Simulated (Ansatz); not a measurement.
Ideal-gas functions of C₂Cl₃F₃, SMILES `FC(F)(Cl)C(F)(Cl)Cl` at 600 K and 1 bar, from an Ansatz frequency run at PBE0-D4/def2-TZVP.

Molar mass 187.38 g/mol, point group C1 (symmetry number 1), electronic degeneracy 1, moments of inertia 318.61, 462.497, 566.667 u Å². Harmonic wavenumbers (cm⁻¹, unscaled): 72, 163, 200, 241, 289, 317, 354, 397, 444, 465, 540, 666, 821, 910, 1056, 1151, 1215, 1239.

Use S(trans) = R[1.5 ln M + 2.5 ln T − 1.1517]; rotational temperatures θ = 24.2544 K / I; S(rot) = R[ln(√π/σ · √(T³/θAθBθC)) + 1.5]; for each mode x = 1.438777 ν̃/T, S = R[x/(eˣ − 1) − ln(1 − e⁻ˣ)] and H = RT x/(eˣ − 1); 1 cm⁻¹ = 0.0119627 kJ/mol; R = 8.31446 J/(mol·K).

By hand: the entropy, in J/(mol·K).

Translation 188.7. Rotation: θ = 0.0761, 0.0524, 0.0428 K, giving 133.1. Vibration, mode by mode: 22.93, 16.18, 14.50, 12.99, 11.53, 10.79, 9.92, 9.03, 8.18, 7.83, 6.72, 5.25, 3.91, 3.30, 2.51, 2.09, 1.85, 1.77, in all 151.3. Electronic 0.0. Sum 473.1 J/(mol·K).

By hand: H − E and G − E in kJ/mol, counted from the electronic energy.

Zero-point energy ½ × 10540 × 0.0119627 = 63.0; thermal vibration 45.8; translation, rotation and pV give 4 RT = 20.0. H − E = 128.8 kJ/mol, and G − E = 128.8 − 600 × 473.1/1000 = -155.1 kJ/mol.

Vibration gives 32 % of the entropy, 22.9 J/(mol·K) of it from the mode under 150 cm⁻¹: soft modes count most, and the harmonic formula is weakest for them. The sum counts one conformer and one mirror image; others add a mixing term.
